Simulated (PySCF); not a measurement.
Molfile (atoms numbered from 1):
```
C4H9OPSi
     RDKit          3D

 16 16  0  0  0  0  0  0  0  0999 V2000
   -2.7390   -1.8891   -0.3954 O   0  0  0  0  0  0  0  0  0  0  0  0
   -1.9213   -0.6438   -0.4942 P   0  0  2  0  0  5  0  0  0  0  0  0
   -0.1924   -0.7314   -1.0357 C   0  0  0  0  0  0  0  0  0  0  0  0
    0.6273   -0.0168   -0.2441 C   0  0  0  0  0  0  0  0  0  0  0  0
    2.4864    0.0801   -0.5136 Si  0  0  0  0  0  4  0  0  0  0  0  0
   -0.0381    0.7323    0.8949 C   0  0  0  0  0  0  0  0  0  0  0  0
   -1.4762    0.2271    1.0570 C   0  0  0  0  0  0  0  0  0  0  0  0
   -2.4872    0.3640   -1.3393 H   0  0  0  0  0  0  0  0  0  0  0  0
    0.1354   -1.3088   -1.9041 H   0  0  0  0  0  0  0  0  0  0  0  0
    2.8957    1.5004   -0.7414 H   0  0  0  0  0  0  0  0  0  0  0  0
    2.8646   -0.7511   -1.6922 H   0  0  0  0  0  0  0  0  0  0  0  0
    3.1868   -0.4122    0.7123 H   0  0  0  0  0  0  0  0  0  0  0  0
   -0.0243    1.8114    0.6604 H   0  0  0  0  0  0  0  0  0  0  0  0
    0.5420    0.6264    1.8267 H   0  0  0  0  0  0  0  0  0  0  0  0
   -2.1997    1.0137    1.3121 H   0  0  0  0  0  0  0  0  0  0  0  0
   -1.5441   -0.5542    1.8311 H   0  0  0  0  0  0  0  0  0  0  0  0
  1  2  2  0
  2  3  1  0
  3  4  2  0
  4  5  1  0
  4  6  1  0
  6  7  1  0
  7  2  1  0
  2  8  1  6
  3  9  1  0
  5 10  1  0
  5 11  1  0
  5 12  1  0
  6 13  1  0
  6 14  1  0
  7 15  1  0
  7 16  1  0
M  END
```

Geometry: PBE0-D3(BJ)/def2-SVP; GIAO shifts from PySCF 2.14.0 with density-fitted response routines, gas phase, non-relativistic, averaged over equivalent atoms.

At PBE0/pcSseg-1 (178 basis functions, 31 s wall time on 1 thread of an Arm Neoverse V1, shared host):
```tsv
atoms	δ (ppm)
O1	108.5
P2	14.3
C4	163.8
C3	151.5
C6	35.3
C7	28.5
Si5	-68.3
H8	8.11
H9	6.82
H10/H11/H12	4.20
H14	2.65
H13	2.24
H15	1.99
H16	1.60
```

Shifts are taken against calculated references (same method and geometry level): H2O for ¹⁷O (334.56 ppm); ³¹P (310.13 ppm) against H3PO4; TMS for ¹³C (184.41 ppm) and ²⁹Si (351.99 ppm) and ¹H (31.27 ppm).

Q: Predict the values at WP04/pcSseg-1 on the same geometry.

A: 
| atoms | δ at WP04/pcSseg-1 | change |
| --- | --- | --- |
| O1 | 100.3 | -8.2 |
| P2 | 23.3 | +9.0 |
| C4 | 163.4 | -0.4 |
| C3 | 148.9 | -2.6 |
| C6 | 36.8 | +1.5 |
| C7 | 29.2 | +0.7 |
| Si5 | -63.7 | +4.6 |
| H8 | 7.43 | -0.68 |
| H9 | 6.50 | -0.32 |
| H10/H11/H12 | 3.57 | -0.63 |
| H14 | 2.55 | -0.10 |
| H13 | 2.17 | -0.07 |
| H15 | 1.88 | -0.11 |
| H16 | 1.62 | +0.02 |

δ = σ(ref) − σ, references computed at the same level: H2O for ¹⁷O (317.54 ppm); ³¹P (299.29 ppm) vs H3PO4; TMS for ¹³C (172.44 ppm), ²⁹Si (338.69 ppm), ¹H (31.56 ppm).

The largest change is at P2 (phosphorus bonded to 2 C, O, H, in a 5-membered ring). Cost: 178 basis functions, 25 s wall time on 1 thread of an Arm Neoverse V1, shared host. The order of the carbon signals is the same at both levels.

Experimental scales use liquid or dissolved standards, which lie at an offset from isolated H2O (liquid H2O: subtract about 36 ppm) and H3PO4.
